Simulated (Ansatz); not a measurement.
Counterpoise correction, worked out

The pair of HF (SMILES F, atoms 1–2) and BCl₃ (SMILES ClB(Cl)Cl, atoms 3–6), both closed shells, in one local arrangement (a lower one may exist), relaxed at PBE0-D4/def2-TZVP:

```
6
angstrom
F -0.5688 -0.8191 -1.8311
H 0.3097 -0.5364 -1.8475
Cl 1.5988 0.5691 0.1281
B 0.0492 0.3324 0.9156
Cl -0.2479 -1.1331 1.7871
Cl -1.1410 1.5870 0.8478
```

Computed with Ansatz 0.2.0 (basis: def2-TZVPPD); correlated methods freeze the cores.

CCSD(T) total energies in eV:

| system | geometry | basis functions | energy |
| --- | --- | --- | --- |
| pair | pair | all | -40938.09812 |
| HF | as in the pair | all (partner as ghosts) | -2730.62194 |
| BCl₃ | as in the pair | all (partner as ghosts) | -38207.41438 |
| HF | as in the pair | its own | -2730.61300 |
| BCl₃ | as in the pair | its own | -38207.39342 |
| HF | free (PBE0-D4 minimum) | its own | -2730.61345 |
| BCl₃ | free (PBE0-D4 minimum) | its own | -38207.39773 |

(1) Work out the interaction energy with and without the counterpoise correction, the superposition error, and the binding energy from the relaxed fragments.

T1 diagnostic: at most 0.012.

Results:

(1) Without correction: -40938.09812 − (-2730.61300) − (-38207.39342) = -0.09170 eV.
With correction (each fragment in the whole basis): -40938.09812 − (-2730.62194) − (-38207.41438) = -0.06180 eV = -1.43 kcal/mol.
The superposition error is the difference, 0.02990 eV, 33 % of the uncorrected value: each fragment borrows its partner's functions.
Deformation from the free shapes: 0.00045 eV for HF and 0.00431 eV for BCl₃.
Binding energy from relaxed fragments: -0.06180 + 0.00045 + 0.00431 = -0.05704 eV = -1.32 kcal/mol (electronic, without zero-point energy; negative means bound). For comparison, the corrected interaction energy by CCSD(T) at an estimated basis limit (MP2 extrapolated from triple and quadruple zeta, plus CCSD(T) − MP2 in triple zeta) is -0.080 eV; triple zeta with the correction binds less.

For scale, one of the runs: CCSD(T)/def2-TZVPPD, 247 basis functions, launched by `ansatz run in.yaml --threads 4 --pin off --events-out ev --progress --plain --max-ram 9574MiB`. Time: 2.8 min of wall clock on 4 CPU threads of an Arm Neoverse V1; the host was shared. Peak host memory: 4.8 GiB.
